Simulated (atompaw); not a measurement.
## Al (Z = 13): PAW (atompaw) pseudisation with LDA (PW92), non-relativistic reference atom.

```json
{
 "Element": "Al (Z = 13)",
 "Generator": "atompaw 4.2.0.5",
 "Type": "PAW",
 "Functional": "LDA (PW92)",
 "Relativity": "non-relativistic",
 "Frozen core": "[Ne]",
 "Valence charge": "3",
 "Reference configuration": "3s1 3p0 (charge +2)",
 "Partial waves": "3s (bound): rc 1.40 bohr; 3s channel at 2.35 Ry: rc 1.40 bohr; 3p (bound, empty): rc 1.85 bohr; 3p channel at 4.1 Ry: rc 1.85 bohr",
 "Local potential": "bessel scheme, radius 1.65 bohr",
 "Core correction": "smooth core density matched at 1.25 bohr",
 "Augmentation charge": "sinc compensation charge, radius 1.75 bohr; PAW radius 1.85 bohr; waves and projectors: custom rrkj vanderbiltortho"
}
```

Calculated quality:

- Cutoffs needed: 50 Ry and 80 Ry (the cutoffs (Ry, on a coarse ladder) from which the occupation-weighted sum of valence levels, in a spherical-Bessel basis at the reference potential, stays within 10 and 1 mRy of its value at 400 Ry)
- Ghost test: ghost state, extra bound levels that the all-electron valence spectrum of the same l lacks: s at -91.7 eV; a true bound ghost makes a file unfit for plane-wave use (spherical-Bessel basis up to 400 Ry, 20 bohr box)
- Lowest eigenvalue of the overlap operator: 0.01 (s channel)
- Overlap eigenvalues printed by atompaw (projector basis): 0.00176, 0.0671, 0.311, 21.7
- Share of each valence orbital outside the PAW sphere: 3s 64 %, 3p 76 %

Generation and tests took about 0.54 s on one core of a shared server CPU.
